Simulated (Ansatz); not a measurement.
```yaml
atoms:
  - { symbol: C, position_ang: [0.6707, 0.7778, -0.0078] }
  - { symbol: C, position_ang: [-0.6766, 0.7786, -0.0008] }
  - { symbol: C, position_ang: [-0.6666, -0.7840, 0.0099] }
  - { symbol: C, position_ang: [0.6586, -0.7816, -0.0035] }
  - { symbol: H, position_ang: [1.4471, 1.5461, 0.0030] }
  - { symbol: H, position_ang: [-1.4460, 1.5468, -0.0057] }
  - { symbol: H, position_ang: [-1.4389, -1.5436, 0.0022] }
  - { symbol: H, position_ang: [1.4378, -1.5448, -0.0045] }
```

Basis set: STO-3G (spherical functions). Frozen core: 4 orbitals. Charge 0, multiplicity 1.

Computed with Ansatz (development build ahead of 0.2.0); each method stands on the lowest determinant of its kind that the runs found. Restricted open shells among the atoms or ions are ROHF, correlated in semicanonical orbitals with singles.

The atomization energy at this shape (free ground-state atoms in the same class of orbitals less the molecule, no zero-point energy) of singlet C₄H₄:

```json
{"method": "RHF-MP2", "atomization energy": "815.62 kcal/mol"}
```

What does RHF give?

681.30 kcal/mol. Caution: in another basis set an unrestricted determinant lies well below.

This basis has no polarisation functions and is too small for such energies, which can lie far from measured ones in either direction.
